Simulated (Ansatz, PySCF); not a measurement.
C4H8Cl, SMILES CC(C)(Cl)[CH2], multiplicity 2. Atoms are numbered in the order given.

```xyz
13

C      0.6704    -1.5242     0.0000
C      0.4297    -0.0754     0.0000
C      0.9008     0.6219     1.2697
C      0.9008     0.6219    -1.2697
Cl    -1.4844     0.0954     0.0000
H      0.6476    -2.0821     0.9390
H      0.6476    -2.0821    -0.9390
H      0.4870     0.1330     2.1631
H      0.5901     1.6762     1.2739
H      2.0015     0.5781     1.3240
H      0.5901     1.6762    -1.2739
H      0.4870     0.1330    -2.1631
H      2.0015     0.5781    -1.3240
```
Charge 0, spin multiplicity 2.

Coordinates come from a B3LYP-D3(BJ)/def2-SVP optimisation. The isomer is the one that the SMILES or the coordinates give; other isomers of the formula were not compared.

Two levels are set side by side: PBE-D3(BJ)/def2-SVP (Ansatz, a quantum-chemistry and plane-wave program) and B3LYP-D3(BJ)/def2-SVP (Ansatz). Each level has its own optimised geometry; the coordinates shown are those of the second. Frequencies come from the Hessian of PySCF at each geometry. Differences are taken from unrounded values.

| quantity | B3LYP-D3(BJ) | PBE-D3(BJ) | PBE-D3(BJ) minus B3LYP-D3(BJ) |
|---|---|---|---|
| mean bond length (Å) | 1.269 | 1.275 | 0.006 |
| bond C1–C2 (Å) | 1.469 | 1.468 | 0.000 |
| bond C2–C3 (Å) | 1.523 | 1.525 | 0.002 |
| bond C2–C4 (Å) | 1.523 | 1.525 | 0.002 |
| bond C2–Cl5 (Å) | 1.922 | 1.931 | 0.010 |
| bond C1–H6 (Å) | 1.093 | 1.101 | 0.008 |
| bond C1–H7 (Å) | 1.093 | 1.101 | 0.008 |
| bond C3–H8 (Å) | 1.099 | 1.107 | 0.008 |
| bond C3–H9 (Å) | 1.099 | 1.107 | 0.008 |
| bond C3–H10 (Å) | 1.103 | 1.111 | 0.008 |
| bond C4–H11 (Å) | 1.099 | 1.107 | 0.008 |
| bond C4–H12 (Å) | 1.099 | 1.107 | 0.008 |
| bond C4–H13 (Å) | 1.103 | 1.111 | 0.008 |
| highest harmonic wavenumber (cm⁻¹) | 3260 | 3198 | -61 |
| mean harmonic wavenumber (cm⁻¹) | 1428 | 1391 | -36 |
| zero-point energy (kcal/mol) | 67.35 | 65.64 | -1.72 |

Exact exchange shortens and stiffens bonds; PBE has none. Differences between two approximate levels are no errors against the true value.
